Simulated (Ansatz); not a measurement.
Born–Oppenheimer molecular dynamics of C2H4SSi (8 atoms, charge 0, multiplicity 1). It goes on from the last frame of an earlier run, with new velocities.

These are results of UKS PBE/6-31G in Ansatz, not measurements.

| Property | Result |
| --- | --- |
| ensemble | NVE (velocity Verlet) |
| time step | 0.5 fs |
| steps asked | 250 |
| starting velocities drawn for | 3000 K |
| seed | 831671 |

First frame:

```xyz
8
Properties=species:S:1:pos:R:3
Si -0.368 1.004 -0.531
C -0.244 -0.609 0.660
C 0.870 -1.286 0.721
S 2.154 -2.176 0.907
H 0.905 1.249 -1.284
H -1.356 0.812 -1.585
H -0.692 2.117 0.390
H -0.999 -0.626 1.527
```

**Question.** What does the run give?

**Answer.** The run went to its last step.

```json
{
  "steps done": "250",
  "time covered": "125 fs",
  "mean temperature over the second half": "1685 K",
  "spread of the potential energy over the second half": "32.7 meV per atom",
  "mean potential energy of the second half above the start": "128.1 meV per atom"
}
```

The conserved energy stayed within 1.6 meV per atom of its start (net change 0.083 meV per atom), so the integration is sound. The temperature averaged 0.56 of the 3000 K drawn at the start: a run that starts near a minimum puts about half its kinetic energy into the potential. A run of 0.12 ps of so small a system gives no equilibrium averages. Limits of this set-up: no polarisation functions.

**Question.** What happens to the structure?

**Answer.** The same pairs are bonded in the first frame and the last. Pairs count as bonded within 1.25 times the sum of covalent radii (0.12 Å more for H–H). Another seed would give other details.

**Question.** How do temperature and energy run in time?

**Answer.** 
| time (fs) | T (K) | potential energy less start (eV) | conserved less start (meV/atom) |
| --- | --- | --- | --- |
| 0.0 | 3000 | 0.000 | 0.00 |
| 10.0 | 946 | 1.601 | 1.00 |
| 20.0 | 1225 | 1.388 | 1.45 |
| 30.0 | 1187 | 1.414 | 1.05 |
| 40.0 | 1953 | 0.813 | 0.13 |
| 50.0 | 2059 | 0.735 | 0.64 |
| 60.0 | 2084 | 0.716 | 0.73 |
| 70.0 | 1262 | 1.351 | 0.43 |
| 80.0 | 1726 | 0.994 | 0.72 |
| 90.0 | 1288 | 1.332 | 0.55 |
| 100.0 | 1742 | 0.983 | 0.94 |
| 110.0 | 1815 | 0.926 | 0.89 |
| 120.0 | 2014 | 0.766 | 0.16 |

Time of the run: 20 min on 1 thread of Arm Neoverse N1, with other jobs on the host, peak memory 0.12 GiB.
